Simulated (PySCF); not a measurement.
## Levels of Pm⁴⁸⁺ from EOM-EA-GCCSD

Reference: closed-shell Pm⁴⁹⁺, [Ne] 3s2; one electron is added. Calculated with PySCF 2.14, two-component X2C-1e with screened spin-orbit coupling, an even-tempered Gaussian basis (18 s from 4.4 bohr⁻², ratio 2.6; 14 p from 5.7 bohr⁻², ratio 2.6; 6 d from 5.8 bohr⁻², ratio 2.8; 4 f from 81 bohr⁻², ratio 2.8); frozen 1s2; the 54 highest virtual spinors dropped; of the others 56 kept and the rest restored at second order. No Breit or QED terms. Binding energies in eV.

| level | Koopmans | second order | EOM-CCSD |
| --- | --- | --- | --- |
| 3p1/2 | 4167.1 | 4168.9 | 4168.4 |
| 3p3/2 | 4017.7 | 4020.3 | 4020.3 |
| 3d3/2 | 3842.1 | 3855.7 | 3836.6 |
| 3d5/2 | 3809.2 | near a pole | 3812.0 |

Electric-dipole lines between these computed levels:

```json
{"lower": "3p1/2", "upper": "3d3/2", "ΔE (eV)": "331.85", "vacuum wavelength (nm)": "3.736"}
{"lower": "3p3/2", "upper": "3d3/2", "ΔE (eV)": "183.77", "vacuum wavelength (nm)": "6.747"}
{"lower": "3p3/2", "upper": "3d5/2", "ΔE (eV)": "208.31", "vacuum wavelength (nm)": "5.952"}
```

In EOM-CCSD the overlap with the one-orbital guess is low for 3d3/2 (weight 0.82), 3d5/2 (weight 0.80). That can mean mixing with two-particle, one-hole states, where second order and EOM-CCSD lose accuracy, or only a rotation among the degenerate components of the shell; the terms of those configurations are not listed.

For comparison, the ionisation energy of Pm⁴⁸⁺ is 4166 ± 4 eV (theoretical estimate listed by NIST; NIST Atomic Spectra Database, ionization energies).

Only part of the computed levels is shown.
